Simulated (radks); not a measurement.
Task: Species: Cr2+. Configuration: [Ar] 3d4. Calculated with a radial shooting solver on a logarithmic mesh with Libxc functionals: scalar-relativistic Kohn-Sham, PBE, spin-polarised, spherical densities, finite nucleus; open shells are filled with parallel spins first; Fermi nuclear charge, rms radius 3.6452 fm; hard spherical wall at 6 bohr. Some entries of the table are withheld. Estimate them.

| orbital | occ. | eigenvalue (hartree) | <r^2> (bohr^2) | r(max) (bohr) |
|---|---|---|---|---|
| 1s down | 1 | -216.8784 | 0.005432 | 0.04161 |
| 1s up | 1 | -216.8776 | 0.005432 | 0.04161 |
| 2s up | 1 | -25.30644 | 0.1017 | 0.2436 |
| 2s down | 1 | -25.25010 | 0.1013 | 0.2434 |
| 2p up | 3 | -21.38752 | 0.08331 | 0.1978 |
| 2p down | 3 | -21.34460 | 0.08294 | 0.1976 |
| 3s up | 1 | -3.54672 | 0.9289 | 0.7760 |
| 3s down | 1 | -3.39442 | 0.9335 | 0.7764 |
| 3p up | 3 | -2.49220 | 1.074 | 0.7964 |
| 3p down | 3 | -2.34212 | 1.086 | 0.7971 |
| 3d up | 4 | -0.88701 | 1.870 | 0.8183 |
| 3d down | 0 | -0.74764 | 2.035 | 0.8263 |
| 4s up | 0 | (1) | (2) | 2.325 |
| 4s down | 0 | (3) | (4) | 2.352 |
| 4p up | 0 | -0.49459 | 9.386 | 2.703 |
| 4p down | 0 | -0.41858 | 9.559 | 2.715 |
| 4d up | 0 | -0.18346 | 12.56 | (5) |
| 4d down | 0 | -0.10687 | 12.75 | (6) |

Result: 
(1) 4s up eigenvalue (hartree): -0.70093
(2) 4s up <r^2> (bohr^2): 7.504
(3) 4s down eigenvalue (hartree): -0.62105
(4) 4s down <r^2> (bohr^2): 7.660
(5) 4d up r(max) (bohr): 3.515
(6) 4d down r(max) (bohr): 3.582
